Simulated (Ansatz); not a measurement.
NH₃ + `[OH][In]([OH])[OH]` → `[NH3+][In-]([OH])([OH])[OH]`  (adduct formation)

Calculated with Ansatz (gas phase, PBE0-D4/def2-TZVP geometries, no zero-point term in ΔE). CBS: MP2 limit from def2 TZ/QZ plus the TZ coupled-cluster correction, frozen cores. This one scheme is used for every species. Functionals use def2-TZVPP. Elements past krypton have def2 core potentials. For In outer-core shells are correlated without core-valence functions, which leaves a few kJ/mol of doubt a bond. One conformer a species, not always the lowest.

```json
{"species": "NH₃", "B2PLYP energy (Eh)": "-56.53655"}
{"species": "`[OH][In]([OH])[OH]`", "B2PLYP energy (Eh)": "-417.41391"}
{"species": "`[NH3+][In-]([OH])([OH])[OH]`", "B2PLYP energy (Eh)": "-473.98675"}
```

Work out ΔE.

ΔE = (-473.98675) − (-56.53655) − (-417.41391) = -0.03629 Eh = -95.3 kJ/mol. CCSD(T)/CBS gives -108.6 kJ/mol.

Largest T1 diagnostic among the species: 0.017.

From PBE to PBE0 (25 % exact exchange), in def2-TZVPP and without D4, ΔE moves by −9.1 kJ/mol. The D4 term adds −11.5 kJ/mol with B3LYP and −6.4 kJ/mol with PBE0; it sums over pairs of atoms, weighted by their polarisabilities, and B3LYP, whose exchange is more repulsive, gets the larger term.

B3LYP here is the variant with VWN-RPA as its local correlation; programs differ in this.
